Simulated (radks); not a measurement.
Initial-state core-level shifts of the chlorine ion Cl3+ when its valence configuration changes from [Ne] 3s2 3p2. Method: scalar-relativistic Kohn-Sham, PBE, spin-polarised, spherical densities, point nucleus; open shells are filled with parallel spins first; computed with a radial shooting solver on a logarithmic mesh with Libxc functionals. Shifts are changes of the shell-averaged eigenvalues in eV (positive: less bound).

valence,1s,2s,2p
3s1 3p3,-0.364,-0.489,-0.458
3p4,-2.055,-2.157,-2.101
3s0.5 3p3.5,-1.265,-1.372,-1.329
3s1.5 3p2.5,-0.247,-0.301,-0.286
